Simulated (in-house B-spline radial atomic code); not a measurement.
## V2+: [Ne] 3s2 (3p1/2)2 (3p3/2)3 3d4 (with a hole in an inner shell)

Computed with a radial B-spline atomic code at the basis-set limit: Dirac-Kohn-Sham B3LYP, spherical fractional occupations, Fermi nucleus of rms radius 3.6002 fm.

Effective charges: Z_r = [3n² - l(l+1)]/(2<r>) from the radius, Z_e = n√(-2ε) from the energy, and Slater's rules. Values are occupation-weighted means over j.

```tsv
shell	electrons	ε (eV)	<r> (bohr)	Z_r	Z_e	Slater
1s	2	-5419.3	0.06643	22.58	19.96	22.70
2s	2	-633.86	0.3075	19.51	13.65	18.85
2p	6	-532.57	0.2736	18.28	12.51	18.85
3s	2	-92.252	0.9443	14.30	7.81	12.10
3p	5	-64.527	1.009	12.39	6.53	12.10
3d	4	-22.338	1.31	8.01	3.84	4.95
```

The least bound orbital is 3d5/2 at -22.25 eV, and it is also the most diffuse (<r> = 1.314 bohr).

For the 1s electron the small component carries 0.68 % of the norm, the zero-frequency Breit interaction raises the level by 5.64 eV, self-energy by 2.707 eV, and vacuum polarisation lowers it by 0.2155 eV.

Caution: exact exchange at fractional occupations of open shells leaves self-interaction of up to several eV.
